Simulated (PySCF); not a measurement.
3-silyloxypropanenitrile (C3H7NOSi), SMILES N#CCCO[SiH3].

Geometry: B3LYP-D3(BJ)/def2-SVP. One conformer was computed; it need not be the lowest.

Method: PBE/def2-TZVP (PySCF).

Symmetry labels are those of the subgroup Cs that the program uses (full group Cs).

Q: List the valence orbital energies around the gap with their symmetry. (An estimate is asked for; the answer gives what the named calculation found.)

A: 
```csv
orbital,symmetry,energy (eV)
HOMO−7,A",-10.52
HOMO−6,A',-9.12
HOMO−5,A",-8.89
HOMO−4,A',-8.57
HOMO−3,A',-8.28
HOMO−2,A",-8.09
HOMO−1,A',-7.82
HOMO,A",-7.13
LUMO,A',-1.03
LUMO+1,A',-0.59
LUMO+2,A",-0.32
LUMO+3,A',0.21
```
